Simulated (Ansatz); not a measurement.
Start from `C[N](C)[Ge]([F])([F])[F]` and change one atom or group to get `N#[C][Ge]([F])([F])[F]`.

Ansatz, PBE0-D4/def2-TZVP geometries, multiplicity 1. Each molecule was computed in one conformer, which needn't be the lowest.

Scalar relativity is left out up to krypton.

```tsv
property	`C[N](C)[Ge]([F])([F])[F]`
LUMO energy (PBE/def2-TZVPP) / eV	-1.57
HOMO energy (B3LYP/def2-TZVPP) / eV	-7.23
HOMO–LUMO gap (ωB97M-V/def2-TZVPP) / eV	11.36
size of the dipole moment (ωB97M-V/def2-TZVPP) / D	3.56
HOMO–LUMO gap (PBE0/def2-TZVPP) / eV	7.00
HOMO energy (PBE/def2-TZVPP) / eV	-6.02
```

(1) What does the change do to each property? (Estimate.)

Results:

(1) Computed: 
| property | `N#[C][Ge]([F])([F])[F]` | shift |
| --- | --- | --- |
| LUMO energy (PBE/def2-TZVPP) / eV | -2.67 | -1.10 |
| HOMO energy (B3LYP/def2-TZVPP) / eV | -11.03 | -3.80 |
| HOMO–LUMO gap (ωB97M-V/def2-TZVPP) / eV | 14.18 | 2.82 |
| size of the dipole moment (ωB97M-V/def2-TZVPP) / D | 0.84 | -2.72 |
| HOMO–LUMO gap (PBE0/def2-TZVPP) / eV | 9.62 | 2.62 |
| HOMO energy (PBE/def2-TZVPP) / eV | -9.66 | -3.64 |

With PBE0 the HOMO falls by 3.88 eV and the LUMO falls by 1.26 eV, so the gap widens by about 2.62 eV. PBE moves the HOMO by -3.64 eV and ωB97M-V by -3.90 eV. The zero-point energy changes by -195.0 kJ/mol with -21 modes. Dipoles are sizes alone; their direction can turn.

B3LYP here is the variant with VWN-RPA as its local correlation; programs differ in this.
